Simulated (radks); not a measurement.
All-electron atom: Cd41+ in [He] 2s2 2p2 4p1 (not the ground configuration).

All-electron calculation, scalar-relativistic Kohn-Sham, LDA (Slater exchange, Perdew-Wang correlation), spin-polarised, spherical densities, finite nucleus; open shells are filled with parallel spins first (spin-orbit coupling, left out, can overturn this in heavy ions); Fermi nuclear charge, rms radius 4.6087 fm. Program: a radial shooting solver on a logarithmic mesh with Libxc functionals.

Energy parts (eV):
| part | energy |
|---|---|
| total | -94097.180 |
| kinetic | 99397.594 |
| electron-nucleus | -198267.199 |
| Hartree | 6146.757 |
| exchange-correlation | -1374.332 |

Orbitals (lengths in bohr, moments of r in powers of bohr):
| orbital | occ. | eigenvalue (eV) | <r^4> | <r> |
|---|---|---|---|---|
| 1s up | 1 | -29966.51 | 4.007e-06 | 0.03034 |
| 1s down | 1 | -29938.38 | 3.993e-06 | 0.03031 |
| 2s up | 1 | -6899.702 | 0.0005688 | 0.1255 |
| 2s down | 1 | -6856.669 | 0.0005747 | 0.1258 |
| 2p up | 2 | -6595.470 | 0.0003807 | 0.1081 |
| 2p down | 0 | -6543.567 | 0.0003864 | 0.1084 |
| 4p up | 1 | -1550.879 | 0.1337 | 0.5235 |
| 4p down | 0 | -1530.248 | 0.1365 | 0.5260 |

The highest occupied level is 4p up at -1550.9 eV. The configuration is held as typed, so some empty levels lie below it. The density falls to 0.001 e/bohr^3 at r = 1.11 bohr.
